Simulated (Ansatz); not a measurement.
System: NiBr, charge 0, multiplicity 2. The spin state was set by rule; other spins were not relaxed. 
Coordinates optimised at B3LYP-D3(BJ)/def2-TZVP (Ansatz, a program for electronic structure):
```
Ni
Br 1 2.2274
```
Charge 0, spin multiplicity 2.

Parts of the frozen-core correlation energy in def2-TZVPPD (Ansatz, hartree). Frozen orbitals: 23; correlated occupied orbitals by spin: 9 and 8; virtual: 92 and 93. UHF or UKS for open shells. Spin-orbit coupling is left out. Non-relativistic.

| term | value |
|---|---|
| reference (HF) | -4079.28397 |
| MP2 opposite-spin | ___ |
| MP2 same-spin | ___ |
| CCSD correlation | ___ |
| (T) | -0.02389 |
| T1 diagnostic | 0.036 |
| largest doubles amplitude | 0.025 |
| <S^2> of the reference | 0.761 |

**Question.** Some entries are withheld; supply them.

**Answer.** 
- MP2 opposite-spin, value: -0.38119
- MP2 same-spin, value: -0.19137
- CCSD correlation, value: -0.54199
